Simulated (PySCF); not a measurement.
C7H7O (SMILES [CH2]c1ccc(O)cc1), doublet (typed; the unrestricted solution is spin-contaminated), at a GFN2-xTB geometry; MP2/cc-pVDZ run with PySCF.

Input for PySCF:
```python
from pyscf import gto, scf, mp

mol = gto.M(
    atom='''
C    -2.818338    0.033977    0.261488
C    -1.447947    0.013488    0.133730
C    -0.737477   -1.196442   -0.117320
C     0.623604   -1.214070   -0.243791
C     1.360160   -0.028823   -0.128112
O     2.710769   -0.093964   -0.260952
C     0.693229    1.174806    0.118009
C    -0.670152    1.200705    0.245963
H    -3.347230    0.950289    0.450782
H    -3.399272   -0.866022    0.175617
H    -1.300335   -2.113312   -0.207435
H     1.159120   -2.131156   -0.433806
H     3.093877    0.786061   -0.160172
H     1.266857    2.089354    0.206787
H    -1.177650    2.134648    0.436029
''',
    basis='cc-pvdz',
    charge=0,
    spin=1,
    verbose=4,
)

mf = scf.UHF(mol)
mf.kernel()

pt = mp.MP2(mf)
pt.kernel()
print('E(MP2) = %.10f' % pt.e_tot)
```

The log (banner, timings and long lists left out):

```
PySCF version 2.14.0

[INPUT] verbose = 4
[INPUT] num. atoms = 15
[INPUT] num. electrons = 57
[INPUT] charge = 0
[INPUT] spin (= nelec alpha-beta = 2S) = 1
[INPUT] symmetry False subgroup None
[INPUT] Mole.unit = angstrom
[INPUT] Symbol           X                Y                Z      unit          X                Y                Z       unit  Magmom
[INPUT]  1 C     -2.818338000000   0.033977000000   0.261488000000 AA   -5.325886946454   0.064207224534   0.494140704860 Bohr   0.0
[INPUT]  2 C     -1.447947000000   0.013488000000   0.133730000000 AA   -2.736223272886   0.025488625968   0.252713074638 Bohr   0.0
[INPUT]  3 C     -0.737477000000  -1.196442000000  -0.117320000000 AA   -1.393629553166  -2.260947703927  -0.221702668934 Bohr   0.0
[INPUT]  4 C      0.623604000000  -1.214070000000  -0.243791000000 AA    1.178440770183  -2.294259796051  -0.460698221634 Bohr   0.0
[INPUT]  5 C      1.360160000000  -0.028823000000  -0.128112000000 AA    2.570329885588  -0.054467576088  -0.242096593270 Bohr   0.0
[INPUT]  6 O      2.710769000000  -0.093964000000  -0.260952000000 AA    5.122610996961  -0.177566225569  -0.493127811658 Bohr   0.0
[INPUT]  7 C      0.693229000000   1.174806000000   0.118009000000 AA    1.310012951606   2.220061589496   0.223004690234 Bohr   0.0
[INPUT]  8 C     -0.670152000000   1.200705000000   0.245963000000 AA   -1.266403741830   2.269003606396   0.464802706776 Bohr   0.0
[INPUT]  9 H     -3.347230000000   0.950289000000   0.450782000000 AA   -6.325347975928   1.795785949187   0.851854521884 Bohr   0.0
[INPUT] 10 H     -3.399272000000  -0.866022000000   0.175617000000 AA   -6.423693102903  -1.636544397848   0.331868032818 Bohr   0.0
[INPUT] 11 H     -1.300335000000  -2.113312000000  -0.207435000000 AA   -2.457277020186  -3.993580895757  -0.391995338649 Bohr   0.0
[INPUT] 12 H      1.159120000000  -2.131156000000  -0.433806000000 AA    2.190419345506  -4.027301168724  -0.819774531193 Bohr   0.0
[INPUT] 13 H      3.093877000000   0.786061000000  -0.160172000000 AA    5.846580193091   1.485440007202  -0.302681212824 Bohr   0.0
[INPUT] 14 H      1.266857000000   2.089354000000   0.206787000000 AA    2.394012768988   3.948306837265   0.390770796120 Bohr   0.0
[INPUT] 15 H     -1.177650000000   2.134648000000   0.436029000000 AA   -2.225435970594   4.033900092351   0.823975392368 Bohr   0.0

nuclear repulsion = 334.511906597439
number of shells = 61
number of NR pGTOs = 257
number of NR cGTOs = 147
basis = cc-pvdz
ecp = {}

******** <class 'pyscf.scf.uhf.UHF'> ********
method = UHF
initial guess = minao
damping factor = 0
level_shift factor = 0
DIIS = <class 'pyscf.scf.diis.CDIIS'>
diis_start_cycle = 1
diis_space = 8
diis_damp = 0
SCF conv_tol = 1e-09
SCF conv_tol_grad = None
SCF max_cycles = 50
direct_scf = True
direct_scf_tol = 1e-13
number electrons alpha = 29  beta = 28
Set gradient conv threshold to 3.16228e-05
init E= -346.347984619554

cycle= 1 E= -343.877323295175  delta_E= 2.47  |g|= 0.431  |ddm|=  2.8
cycle= 2 E= -343.982631885773  delta_E= -0.105  |g|= 0.201  |ddm|=  0.6
cycle= 3 E= -344.003650814107  delta_E= -0.021  |g|= 0.0787  |ddm|= 0.244
cycle= 4 E= -344.011237190056  delta_E= -0.00759  |g|= 0.037  |ddm|= 0.121
cycle= 5 E= -344.014921992834  delta_E= -0.00368  |g|= 0.0294  |ddm|= 0.074
cycle= 6 E= -344.019254229351  delta_E= -0.00433  |g|= 0.0209  |ddm|= 0.115
cycle= 7 E= -344.021583150733  delta_E= -0.00233  |g|= 0.0148  |ddm|= 0.0917
cycle= 8 E= -344.023035979699  delta_E= -0.00145  |g|= 0.00828  |ddm|= 0.0861
cycle= 9 E= -344.023469785295  delta_E= -0.000434  |g|= 0.00281  |ddm|= 0.0624
cycle= 10 E= -344.023489169293  delta_E= -1.94e-05  |g|= 0.00124  |ddm|= 0.0102
cycle= 11 E= -344.023491976053  delta_E= -2.81e-06  |g|= 0.000537  |ddm|= 0.00298
cycle= 12 E= -344.023492686081  delta_E= -7.1e-07  |g|= 0.000229  |ddm|= 0.00247
cycle= 13 E= -344.023492777128  delta_E= -9.1e-08  |g|= 8.63e-05  |ddm|= 0.000577
cycle= 14 E= -344.023492788512  delta_E= -1.14e-08  |g|= 3.97e-05  |ddm|= 0.000257
cycle= 15 E= -344.023492790648  delta_E= -2.14e-09  |g|= 1.78e-05  |ddm|= 0.000103
cycle= 16 E= -344.023492791275  delta_E= -6.27e-10  |g|= 7.51e-06  |ddm|= 4.66e-05
Extra cycle  E= -344.023492791354  delta_E= -7.96e-11  |g|= 4.8e-06  |ddm|= 1.24e-05
converged SCF energy = -344.023492791354  <S^2> = 1.2921916  2S+1 = 2.4837001

******** <class 'pyscf.mp.ump2.UMP2'> ********
nocc = (np.int64(29), np.int64(28)), nmo = (147, 147)
E(UMP2) = -345.074185086897  E_corr = -1.05069229554255
E(SCS-UMP2) = -345.041623707082  E_corr = -1.01813091572782
E_corr(same-spin) = -0.280038275680661
E_corr(oppo-spin) = -0.770654019861889
E(MP2) = -345.0741850869
```
